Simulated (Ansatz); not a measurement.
Consider the formal loss of a carbene: `C[S][Sn][OH]` → `[CH2]` (triplet) + `[OH][Sn][SH]`.

Isolated molecules relaxed with PBE0-D4/def2-TZVP in Ansatz; ΔE leaves out vibrations. CBS: MP2 limit from def2 TZ/QZ plus the TZ coupled-cluster correction, frozen cores. This one scheme is used for every species. Functionals use def2-TZVPP. Triplets are unrestricted, without spin–orbit coupling. Elements past krypton have def2 core potentials. For Sn outer-core shells are correlated without core-valence functions, which leaves a few kJ/mol of doubt a bond. One conformer a species, not always the lowest.

`C[S][Sn][OH]`:

Z-matrix (Å, degrees):
```
C
S 1 1.814
H 1 1.091 2 111.4
H 1 1.090 2 107.3 3 -118.3
H 1 1.091 2 111.4 3 123.4
Sn 2 2.440 1 105.4 3 -61.2
O 6 1.980 2 98.8 1 -0.1
H 7 0.961 6 117.2 2 -0.2
```

`[CH2]` (triplet):

Z-matrix (Å, degrees):
```
C
H 1 1.079
H 1 1.079 2 134.9
```

`[OH][Sn][SH]`:

Cartesian coordinates in Å:
```
O -0.689 0.017 1.406
Sn -1.506 -0.003 -0.394
S 0.534 -0.021 -1.758
H 0.269 0.016 1.468
H 1.391 -0.010 -0.723
```

Task: Is it downhill or uphill in electronic energy at CCSD(T)/CBS, and by how much? (An estimate is asked.)

Result: Computed: Uphill: ΔE = +100.4 kcal/mol.

Task: What do these levels give: PBE, r2SCAN, r2SCAN0, CAM-B3LYP, RPA@PBE/def2-TZVPP, HF/CBS(def2)? (Best estimate.)

Result: Ansatz gave: PBE 100.8, r2SCAN 94.7, r2SCAN0 93.3, CAM-B3LYP 97.5, RPA@PBE/def2-TZVPP 95.7, HF/CBS(def2) 63.3 kcal/mol.

Task: What do rigid-rotor, harmonic-oscillator terms from PBE0-D4/def2-TZVP frequencies (298.15 K, 1 bar) make of the CCSD(T)/CBS value? (Best estimate.)

Result: The calculation gave: ΔZPE = -8.1 kcal/mol, ΔH = +93.8 kcal/mol, ΔS = 160 J/(mol·K), ΔG = +82.4 kcal/mol. Open shells count their whole term as degenerate.

Largest T1 diagnostic among the species: 0.017.

From PBE to PBE0 (25 % exact exchange), in def2-TZVPP and without D4, ΔE moves by −2.5 kcal/mol. Leaving LDA and LC-ωPBE aside and taking each functional with its dispersion term where it has one, the values, not all of them listed here, spread over 8.8 kcal/mol, from r2SCAN0-D4 to PBE-D4. LDA lies +17.1 kcal/mol from PBE without D4.
